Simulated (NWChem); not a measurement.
Species: C₂H₃FO₂Si; SMILES [Si@@H]1(C(=O)OC1)F

```xyz
9

O      1.3409    -1.8472     0.0620
C      0.4709    -1.0271    -0.0116
O     -0.8807    -1.2929     0.2412
C     -1.5576     0.0032     0.1265
Si     0.0617     0.8289    -0.4463
F      0.6816     2.0134     0.4984
H     -2.3931    -0.0714    -0.5982
H     -1.9536     0.3186     1.1134
H      0.1871     1.2925    -1.8676
```
Atoms are numbered in this order, from 1.

Program: NWChem. Structure relaxed at the PBE-D3(BJ)/def2-SVP level.

Problem. What does the run give for PBE0/aug-pcseg-1? Quantities: highest occupied level (eV); orbital gap (eV); dipole (D).

Solution. The highest occupied level (eV) is -8.09, the orbital gap (eV) is 6.40 and the dipole (D) is 3.88.
